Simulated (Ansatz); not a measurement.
silanone (SMILES O=[SiH2]) moved off its minimum; all values from Ansatz (an electronic-structure program), cores frozen in correlated methods.
(charge 0, multiplicity 1)
```xyz
4

Si     0.04435    -0.35342     0.13354
O     -0.20123     1.11899    -0.05122
H     -0.95639    -1.48929    -0.15429
H      1.46516    -0.95516     0.11450
```

Question: Give the forces (eV/Å), the total energy and the dipole at CCSD(T)/aug-cc-pV(T+d)Z.

Answer: 
| atom | Fx | Fy | Fz |
|---|---|---|---|
| Si1 | 0.877 | -2.489 | -1.132 |
| O2 | -0.418 | 1.336 | 0.231 |
| H3 | 0.408 | 0.771 | 0.515 |
| H4 | -0.867 | 0.382 | 0.386 |
Energy -365.3782 hartree, dipole 3.53 D.
